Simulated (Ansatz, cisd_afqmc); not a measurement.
Species: SbH2, charge 0, doublet. SbH2 (SMILES [SbH2], doublet).
B3LYP-D3(BJ)/def2-TZVP minimum from Ansatz (an electronic-structure program):
```xyz
3

Sb    -0.0160    -0.0195     0.0381
H     -0.5332     1.2693    -0.9731
H      1.3506    -0.2759    -0.9706
```
Charge 0, spin multiplicity 2.

Total energies in def2-SVP, 7 correlated electrons, 9 frozen orbitals. Open shells are spin-unrestricted; no spin-orbit coupling. Cores are frozen in correlated methods (noble-gas shells, and filled d and f shells in the p block). Past Kr the def2 sets carry scalar-relativistic core potentials. AFQMC/CISD: phaseless, guided by CISD from CCSD amplitudes; bars are statistical, one sigma. Outlying blocks are dropped, and bars are widened where a walk drifts. Over all cases where full CI ran beside it in this data, AFQMC minus full CI had a median of +0.1 mEh and passed +0.4 mEh in a tenth of the cases. Spin-orbit terms, left out, reach several kcal/mol for Br and I, and more for heavier atoms.

```json
[
 {"method": "HF", "program": "Ansatz", "energy (Eh)": "-240.39429", "minus CCSDTQ (mEh)": "112.59"},
 {"method": "MP2", "program": "Ansatz", "energy (Eh)": "-240.48043", "minus CCSDTQ (mEh)": "26.45"},
 {"method": "CCSD", "program": "Ansatz", "energy (Eh)": "-240.50399", "minus CCSDTQ (mEh)": "2.89"},
 {"method": "CCSD(T)", "program": "Ansatz", "energy (Eh)": "-240.50626", "minus CCSDTQ (mEh)": "0.62"},
 {"method": "CCSDT(Q)", "program": "Ansatz", "energy (Eh)": "-240.50686", "minus CCSDTQ (mEh)": "0.01"},
 {"method": "CCSDTQ", "program": "Ansatz", "energy (Eh)": "-240.50688", "minus CCSDTQ (mEh)": "0.00"},
 {"method": "AFQMC/CISD", "program": "cisd_afqmc", "energy (Eh)": "-240.5067 ± 0.0001", "minus CCSDTQ (mEh)": "0.1 ± 0.1"}
]
```

Rough core times of Ansatz's runs on a shared machine: CCSD(T) under 20 s, CCSDT(Q) under 20 s, CCSDTQ 2 min.
